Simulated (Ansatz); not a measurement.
Vertical singlet–triplet gap (eV) of eight silicon and germanium compounds: PBE beside PBE0, computed with Ansatz (an electronic-structure program) for isolated molecules in the bases named; differences from unrounded values. The eight are the first of their class met in an unordered collection, after screening for sound electronic states; none was chosen by its value. Functionals give these values as differences of separate SCF runs (ΔSCF), EOM-CCSD as a root; each molecule has one DFT geometry for both levels.

```
molecule                                                 basis  PBE0   PBE  difference
--------------------------------------------------  ----------  ----  ----  ----------
C2H4F2Si2, SMILES C#C[Si@H](F)[SiH2]F               def2-TZVPD  4.70  4.43       -0.27
C4H10OSi, SMILES CCC(=O)[SiH2]C                      def2-SVPD  2.86  2.87        0.00
ClFGeH₂O₂, SMILES [Cl][Ge]([OH])([OH])[F]            def2-SVPD  6.61  5.79       -0.82
BGe2H7, SMILES [GeH3][BH][GeH3]                      def2-SVPD  2.77  2.65       -0.12
GeF2ClBr, SMILES [F][Ge]([F])([Br])[Cl]              def2-SVPD  5.51  5.05       -0.45
C2H6ClFSi, SMILES F[C@@H](Cl)C[SiH3]                 def2-SVPD  6.62  6.33       -0.30
Si(CF3)(F)(H)2 (CH2F4Si), SMILES F[SiH2]C(F)(F)F     def2-SVPD  7.31  6.69       -0.63
Si(AsH2)2(H)2 (As2H6Si), SMILES [AsH2][SiH2][AsH2]   def2-SVPD  4.65  4.38       -0.26
```

PBE lies below PBE0 in 7 and above it in 0 of the eight; the mean signed difference is -0.36 and the largest -0.82 eV.
